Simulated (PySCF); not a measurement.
Positional isomers: butadiene fluoro. Isolated molecules, 0 K electronic values unless said otherwise. One relaxed conformer stands for each flexible species; it need not be the lowest. Strings in code marks are SMILES.

The LUMO from two functionals at the same geometries (TPSSh-D3(BJ)/def2-TZVP), both in PySCF: PBE-D3(BJ)/def2-TZVP and TPSSh-D3(BJ)/def2-TZVP. 

```json
[
 {"species": "`C=CC(=C)F` (C–C–C–F torsion 0°)", "TPSSh-D3(BJ)/def2-TZVP (eV)": "-1.52"},
 {"species": "`F/C=C/C=C` (C–C–C–C torsion 180°)", "TPSSh-D3(BJ)/def2-TZVP (eV)": "-1.22"},
 {"species": "`C=C/C=C\\F` (C–C–C–C torsion 180°)", "TPSSh-D3(BJ)/def2-TZVP (eV)": "-1.30"}
]
```

What does PBE-D3(BJ)/def2-TZVP give for each?


- `C=CC(=C)F` (C–C–C–F torsion 0°): -2.05
- `F/C=C/C=C` (C–C–C–C torsion 180°): -1.75
- `C=C/C=C\F` (C–C–C–C torsion 180°): -1.83
Over these rows, drawn at random from the members with no instability flagged (it was tested for open shells, ions and some series alone), PBE minus TPSSh-D3(BJ): mean -0.53 eV, from -0.53 eV to -0.53 eV.
